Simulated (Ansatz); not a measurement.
`NB(Cl)O[SiH3]` + `[AlH2][SeH]` → `[AlH2][Se][SiH3]` + `NB(O)Cl`  (ligand exchange at the Si–O bond)

Gas-phase electronic energies from Ansatz, PBE0-D4/def2-TZVP geometries. CBS: MP2 limit from def2 TZ/QZ plus the TZ coupled-cluster correction, frozen cores. Functionals use def2-TZVPP. For Se outer-core shells are correlated without core-valence functions, which leaves a few kJ/mol of doubt a bond. Scalar relativity is left out up to krypton. One conformer a species, not always the lowest.

**Question.** Is it downhill or uphill in electronic energy at CCSD(T)/CBS, and by how much? (Best estimate.)

**Answer.** Computed: Uphill: ΔE = +15.8 kJ/mol.

**Question.** What do these levels give: LDA (SPW92), revPBE-D4, r2SCAN-D4, B97M-V, ωB97M-V, PBE-QIDH, BLYP, PBE0, HF/def2-SVP, CCSD(T)/def2-SVP, MP2/def2-QZVPP, SCS-MP2/def2-QZVPP? (Best estimate.)

**Answer.** The calculation gave: LDA (SPW92) 8.0, revPBE-D4 3.7, r2SCAN-D4 13.3, B97M-V 22.0, ωB97M-V 16.2, PBE-QIDH 10.3, BLYP 22.5, PBE0 6.1, HF/def2-SVP 23.2, CCSD(T)/def2-SVP 14.8, MP2/def2-QZVPP 13.8, SCS-MP2/def2-QZVPP 20.4 kJ/mol.

Largest T1 diagnostic among the species: 0.011.

In def2-TZVPP, CCSD(T) changes the Hartree–Fock value by −15.0 kJ/mol (the triples alone add −2.8 kJ/mol) and MP2 by −19.3 kJ/mol. Leaving LDA and LC-ωPBE aside and taking each functional with its dispersion term where it has one, the values, not all of them listed here, spread over 24.1 kJ/mol, from PBE-D4 to CAM-B3LYP-D4. LDA lies +3.9 kJ/mol from PBE without D4. From BLYP to BHLYP (50 % exact exchange), in def2-TZVPP and without D4, ΔE moves by +5.3 kJ/mol.
